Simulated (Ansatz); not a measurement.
```yaml
crystal:
  periodic: [false, false, false]
  atoms:
    - {symbol: C, position_ang: [-0.549057, -1.855215, -0.176857]}
    - {symbol: C, position_ang: [-0.012367, -0.275567, 0.170899]}
    - {symbol: C, position_ang: [1.455928, -0.335577, 0.406307]}
    - {symbol: C, position_ang: [-0.940799, 0.371071, 1.218927]}
    - {symbol: N, position_ang: [-0.422842, 0.283326, -1.269841]}
    - {symbol: In, position_ang: [0.470661, 2.032645, -1.481106]}
    - {symbol: F, position_ang: [-0.216061, 3.179255, -3.131553]}
    - {symbol: F, position_ang: [1.939973, 2.788467, -0.695964]}
    - {symbol: H, position_ang: [-0.488686, -2.329404, 0.857761]}
    - {symbol: H, position_ang: [-1.763562, -1.798808, -0.326461]}
    - {symbol: H, position_ang: [-0.102204, -2.330848, -0.714456]}
    - {symbol: H, position_ang: [1.669532, 0.698659, 0.608796]}
    - {symbol: H, position_ang: [1.952938, -0.985381, -0.277639]}
    - {symbol: H, position_ang: [1.563012, -0.934407, 1.408754]}
    - {symbol: H, position_ang: [-1.879908, 0.396276, 1.069744]}
    - {symbol: H, position_ang: [-0.858729, -0.042482, 2.271331]}
    - {symbol: H, position_ang: [-0.526199, 1.414772, 1.560085]}
    - {symbol: H, position_ang: [-1.230049, 0.050503, -1.438969]}
basis:
  gaussian: {orbitals: def2-SVP, fitting: {mean_field: cc-pVTZ-jkfit}}
hamiltonian: {xc: {name: CAM-B3LYP}}
```

```sh
$ ansatz run in.yaml --threads 2 --pin off --events-out ev --progress --plain --max-ram 31744MiB --backend cpu
```

Question: How does Ansatz answer? (Estimate.)

Answer: Ansatz gave: The input was rejected before any iteration.
```
Functional definition: CAM-B3LYP
Error: <dir> the basis set cc-pVTZ-JKFIT has no functions for In
```
